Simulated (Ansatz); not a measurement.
Start from `FCC(F)(F)C(F)(F)F` and change one atom or group to get `FCC(F)(F)C(F)(F)C(F)F`.

Ansatz, PBE0-D4/def2-TZVP geometries, multiplicity 1. Each molecule was computed in one conformer, which needn't be the lowest.

| property | `FCC(F)(F)C(F)(F)F` |
| --- | --- |
| HOMO energy (ωB97M-V/def2-TZVPP) / eV | -12.61 |
| size of the dipole moment (PBE/def2-TZVPP) / D | 1.77 |
| size of the dipole moment (B3LYP/def2-TZVPP) / D | 1.92 |
| HOMO–LUMO gap (B3LYP/def2-TZVPP) / eV | 10.51 |
| HOMO–LUMO gap (PBE0/def2-TZVPP) / eV | 11.05 |
| HOMO energy (B3LYP/def2-TZVPP) / eV | -10.00 |

Task: What does the change do to each property? (An estimate is asked.)

Result: Ansatz gave: 
```tsv
property	`FCC(F)(F)C(F)(F)C(F)F`	shift
HOMO energy (ωB97M-V/def2-TZVPP) / eV	-12.33	0.28
size of the dipole moment (PBE/def2-TZVPP) / D	1.36	-0.41
size of the dipole moment (B3LYP/def2-TZVPP) / D	1.48	-0.44
HOMO–LUMO gap (B3LYP/def2-TZVPP) / eV	10.10	-0.41
HOMO–LUMO gap (PBE0/def2-TZVPP) / eV	10.60	-0.45
HOMO energy (B3LYP/def2-TZVPP) / eV	-9.74	0.26
```

With PBE0 the HOMO rises by 0.27 eV and the LUMO falls by 0.18 eV, so the gap narrows by about 0.45 eV. PBE moves the HOMO by 0.24 eV and ωB97M-V by 0.28 eV. The zero-point energy changes by 54.8 kJ/mol with +9 modes. Dipoles are sizes alone; their direction can turn.

B3LYP here is the variant with VWN-RPA as its local correlation; programs differ in this.
